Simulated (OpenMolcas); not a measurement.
# Ru3+: ligand-field states by method

Ru3+ with 6 ligands (fluoride) in octahedral coordination (Oh) at 2.07 Å. A charge of +0.5 e stands 2.6 Å behind each ligand. Ligand basis ANO-RCC-VDZP.
```
Ru    0.0000    0.0000    0.0000
F     2.0700    0.0000    0.0000
F     0.0000    2.0700    0.0000
F    -2.0700    0.0000    0.0000
F     0.0000   -2.0700    0.0000
F     0.0000    0.0000    2.0700
F     0.0000    0.0000   -2.0700
```

- Program: OpenMolcas 26.06
- Basis: ANO-RCC-VDZP [6s5p3d1f]
- Scalar Hamiltonian: DKH2, point nucleus
- Active space: 5 electrons in 5 orbitals (4d)
- State averaging: 2S+1 = 6 even, 1 root; 2S+1 = 4 even, 24 roots; 2S+1 = 2 even, 75 roots
- Spin-orbit coupling: state interaction with AMFI integrals over the reference wave functions

I. CASSCF
II. SS-CASPT2, IPEA 0.25 Eh, imaginary shift 0.1 Eh (closed shells correlated: 4s 4p and the ligand valence shells)
III. SS-CASPT2, IPEA 0.25 Eh, imaginary shift 0.2 Eh (closed shells correlated: 4s 4p and the ligand valence shells)

Spin-free states (labels of O, the rotations of Oh) in cm-1, each column counted from its own energy of the first state listed:

| State | Degeneracy | I | II | III |
| --- | --- | --- | --- | --- |
| 6A1 | 1 | 0 | 0 | 0 |
| 2T2 | 3 | 6412 | -2890 | -2890 |
| 4T1 | 3 | 9300 | 3670 | 3670 |
| 4T2 | 3 | 14877 | 8120 | 8120 |
| 2T1 | 3 | 20704 | 12710 | 12710 |
| 2A2 | 1 | 20869 | 12020 | 12030 |
| 2T2 | 3 | 22889 | 14500 | 14500 |
| 4A1 | 1 | 24220 | 19650 | 19650 |
| 4E | 2 | 24655 | 19690 | 19690 |
| 2E | 2 | 24730 | 15540 | 15540 |
| 4T2 | 3 | 27677 | 21830 | 21840 |
| 2T1 | 3 | 29679 | 19560 | 19560 |
| 4E | 2 | 30215 | 23700 | 23710 |
| 2T2 | 3 | 32194 | 21780 | 21790 |
| 2A1 | 1 | 33108 | 24300 | 24310 |
| 2E | 2 | 34997 | 26380 | 26390 |
| 2A1 | 1 | 36947 | 27640 | 27650 |
| 2T2 | 3 | 37320 | 29410 | 29410 |
| 4T1 | 3 | 37711 | 31260 | 31270 |
| 4A2 | 1 | 40247 | 31470 | 31480 |

II puts a state of multiplicity 2 lowest, 2900 cm-1 below that state. III puts a state of multiplicity 2 lowest, 2900 cm-1 below that state.

From I to II, I's first state of another spin (2T2) moves from 6412 to -2890 cm-1, by about -9300 cm-1.

I: A least-squares ligand-field fit to the states below 45000 cm-1, each weighted by its degeneracy and with a free common offset, gives 10Dq = 17984 cm-1, B = 792 cm-1 and C = 3269 cm-1 (C/B = 4.13), with an rms deviation of 216 cm-1. The same method and metal basis give the free ion B = 902 cm-1 (fit to its terms below 60000 cm-1, rms deviation 29 cm-1), so the nephelauxetic ratio is β = 792 / 902 = 0.88; it hangs on how both fits weigh the states, and computed free-ion B values tend to be too large, so β mixes covalency with correlation.

II: A least-squares ligand-field fit to the states below 45000 cm-1, each weighted by its degeneracy and with a free common offset, gives 10Dq = 18404 cm-1, B = 637 cm-1 and C = 2580 cm-1 (C/B = 4.05), with an rms deviation of 479 cm-1. The same method and metal basis give the free ion B = 763 cm-1 (fit to its terms below 60000 cm-1, rms deviation 718 cm-1), so the nephelauxetic ratio is β = 637 / 763 = 0.83; it hangs on how both fits weigh the states, and computed free-ion B values tend to be too large, so β mixes covalency with correlation.

III: A least-squares ligand-field fit to the states below 45000 cm-1, each weighted by its degeneracy and with a free common offset, gives 10Dq = 18406 cm-1, B = 637 cm-1 and C = 2580 cm-1 (C/B = 4.05), with an rms deviation of 479 cm-1. 

From I to II, 10Dq changes by +2 %, B by -20 % and C by -21 %.

χT at 300 K: I 4.31, II 0.69, III 0.69 cm3 K/mol.

Roots that are degenerate in the reference are averaged as groups; the widest CASPT2 spread within a group is 190 cm-1 (the 3-fold group of multiplicity 2 near 36700 cm-1 above the lowest state of its run, II). Shifts and gaps below about the spread of the groups concerned are not significant. Over all roots computed the reference weight is 0.69 to 0.71 in II, 0.70 to 0.71 in III; a low but even weight reflects the number of correlated electrons. Ligand-to-metal charge-transfer states are missing. With no ligand orbital active B as a rule stays too high, so bands that hang on it stand too high and its fall with covalency is understated. Without dynamic correlation the repulsion within the d shell is too large (B by tens of per cent), so at a given field states of lower spin stand too high (holds for I). This shell can be high or low spin here, a state of another spin lies low, and with metal d orbitals alone active their balance is uncertain, so the ground spin may be wrong (holds for I). With metal d orbitals alone the field can be off either way by tens of per cent (holds for I). An orbital triplet at a regular site is open to Jahn-Teller coupling, which can distort the site and quench the lowest spin-orbit gaps and is left out (holds for II; III). This shell can be high or low spin here, a state of another spin lies low, and with metal d orbitals alone active their balance is uncertain, so the ground spin may be wrong, although the usual error favours high spin (holds for II; III). With one d shell and no ligand orbital active, 10Dq can be off by a tenth or more (holds for II; III). The distance lies 4 % over the 1.99 Å that this model takes as the normal distance (a Shannon-type radius plus a fixed donor radius); by an R⁻⁵ law this alone changes a d-shell field by about -18 %. No measured value stands beside these numbers; the geometry is a model, was not optimised and need not be the one that this ion takes.
